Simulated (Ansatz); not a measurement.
Basis-set extrapolation for `C[SiH](N)CO` (PBE0-D4/def2-TZVP geometry, frozen core, Ansatz 0.2.0). Multiplicity 1, RHF reference.

|  | def2-TZVPP | def2-QZVPP |
| --- | --- | --- |
| HF | -499.353637 | -499.373063 |
| MP2 correlation | -0.937627 | -1.004854 |
| CCSD(T) correlation | -1.021973 | not run |

Energies in hartree. Use E(X) = E(∞) + A·exp(−7.88·√X) for Hartree–Fock and E(X) = E(∞) + B·X^(−2.97) for correlation, with X = 3 and 4, and add CCSD(T) minus MP2 of the smaller set to the MP2 limit.

Q: What is the CCSD(T) energy at the basis-set limit?

A: HF limit: -499.373063 + (-0.019426) × 0.13774 = -499.37574. MP2 limit: -1.004854 + (-0.067227) × 0.74074 = -1.05465. Higher-order term: -1.021973 − (-0.937627) = -0.08435. Total: -500.51474 hartree, 3.79 eV below CCSD(T)/def2-TZVPP.
